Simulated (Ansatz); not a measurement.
A set of 12 reactions (atomization), with CCSD(T)/CBS values in kJ/mol:

```tsv
reaction	ΔE
`F[Si](F)(Cl)[GeH3]` → Cl• + 2 F• + Ge• + 3 H• + Si•	2726.2
`CCO[Si](O)(O)O` → 2 C• + 8 H• + 4 O• + Si•	6209.2
`C[CH]([SiH3])[AlH][AlH2]` → 2 Al• + 2 C• + 10 H• + Si•	4702.2
`O=[CH][InH2]` → C• + 3 H• + In• + O•	1796.9
`PB1C[SiH2]1` → B• + C• + 6 H• + P• + Si•	3228.4
`C=C(Cl)C(C)O` → 4 C• + Cl• + 7 H• + O•	5170.8
`c1ccc2n[nH]nc2c1` → 6 C• + 5 H• + 3 N•	6654.2
`[OH][Cd][F]` → Cd (atom) + F• + H• + O•	1034.6
`[Cl][Ga]([Br])[Br]` → 2 Br• + Cl• + Ga•	1030.8
`[SiH3]/N=C1\C[SiH2]1` → 2 C• + 7 H• + N• + 2 Si•	4182.6
`[SiH3][GeH2][CH2]S` → C• + Ge• + 8 H• + S• + Si•	3646.2
`C[SiH2]/C(Cl)=C\F` → 3 C• + Cl• + F• + 6 H• + Si•	4457.9
```

Computed with Ansatz on PBE0-D4/def2-TZVP structures; ΔE is electronic, products minus reactants. CBS: MP2 limit from def2 TZ/QZ plus the TZ coupled-cluster correction, frozen cores. This one scheme is used for every species, atoms too. Double bonds are as drawn, so ΔE can hold a change between cis and trans. DFT in def2-TZVPP. Open shells (•) are unrestricted, without spin–orbit coupling. Spin–orbit coupling would lower the free atoms: a little for Al, B, C, Cl, F, O, S, Si; clearly for Br, Ga, Ge; strongly for In. def2 core potentials past Kr. For Br, Cd, Ga, Ge, In outer-core shells are correlated without core-valence functions, so the limit isn't a true one: a few kJ/mol of doubt a bond, and 10 to 20 or more in all where bonds break to atoms. Scalar relativity is left out up to krypton. Each species was taken in one conformer, which may not be the lowest.

Give the mean, mean absolute and largest difference (level minus CCSD(T)/CBS, kJ/mol) for: PBE-D4, r2SCAN-D4, ωB97X-V, B2PLYP, PBE, r2SCAN, PBE0, MP2/def2-TZVPP, SCS-MP2/def2-TZVPP, CCSD(T)/def2-TZVPP, MP2/def2-QZVPP, SCS-MP2/def2-QZVPP, HF/CBS(def2), MP2/CBS(def2). (Best estimate.)

The calculation gave: 
```
             level     mean  mean absolute  largest
            PBE-D4     77.1           86.0    427.9
         r2SCAN-D4     14.9           21.1     91.7
           ωB97X-V     15.2           22.0     65.0
            B2PLYP    -49.9           50.1    -97.1
               PBE     52.5           78.2    385.9
            r2SCAN      8.8           20.0     80.8
              PBE0    -16.1           49.5    158.9
    MP2/def2-TZVPP    -32.8           49.3   -116.1
SCS-MP2/def2-TZVPP    -58.6           58.6    -87.2
CCSD(T)/def2-TZVPP   -102.7          102.7   -203.3
    MP2/def2-QZVPP     28.3           50.7    188.4
SCS-MP2/def2-QZVPP      9.9           18.5     92.0
      HF/CBS(def2)  -1055.6         1055.6  -2182.1
     MP2/CBS(def2)     69.9           74.7    271.6
```

The largest T1 diagnostic in the set is 0.018, for Al• (customary mark 0.045).

CCSD(T)/CBS is a level of theory with its own doubt, and the functionals carry their triple-zeta basis error, so these figures describe this set and don't rank the functionals.
